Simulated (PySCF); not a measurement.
trans-(1R,2R)-1-chloro-2-fluorocyclobutane (C4H6ClF), SMILES F[C@@H]1CC[C@H]1Cl.

Geometry optimised at B3LYP-D3(BJ)/def2-SVP.

Vertical ionisation energy (IE) and electron affinity (EA) in eV. Rows of orbital energies are one-electron estimates. Where ΔSCF, EOM or ADC give a negative EA the extra electron is unbound and the value depends on the basis.

| level | IE | EA |
|---|---|---|
| −ε(HOMO), −ε(LUMO), HF/def2-TZVP (PySCF) | 11.70 | -3.61 |
| −ε(HOMO), −ε(LUMO), PBE/def2-TZVP (PySCF) | … | … |

**Question.** What belongs in the gaps? (An estimate is asked for; the answer gives what the named calculation found.)

**Answer.** 
- −ε(HOMO), −ε(LUMO), PBE/def2-TZVP (PySCF), IE: 6.92
- −ε(HOMO), −ε(LUMO), PBE/def2-TZVP (PySCF), EA: 0.58
